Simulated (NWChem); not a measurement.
# Correlation energy of HO$_{3}$S

```
S
O 1 1.4847
O 1 1.4944 2 123.19
O 1 1.6895 2 104.87 3 123.15
H 4 0.9841 1 105.60 2 -161.36
```
Charge 0, spin multiplicity 2.

The numbers come from NWChem runs, not from measurements. All single points use one geometry, from UPBE/def2-SVP, a minimum by its harmonic frequencies. It is one conformer; others weren't searched.

Basis set: def2-SVP. Each correlation energy counts from its own Hartree-Fock reference.

The correlated methods keep 8 core orbitals frozen. The structure started from a generated list of species. No SCF solution was tested for a lower state. Open-shell Hartree-Fock references start from PBE0 orbitals. Coupled-cluster values serve here as a point of comparison, not as the truth.

Question: One of these methods gave a correlation energy of -671.2 mHa. Which?
(A) CCSD[T] on ROHF
(B) SCS-UMP2
(C) CCSD on ROHF
(D) CCSD(T) on ROHF

Answer: B, SCS-UMP2. The others give -746.9 (CCSD[T] on ROHF), -717.2 (CCSD on ROHF), -743.6 (CCSD(T) on ROHF).
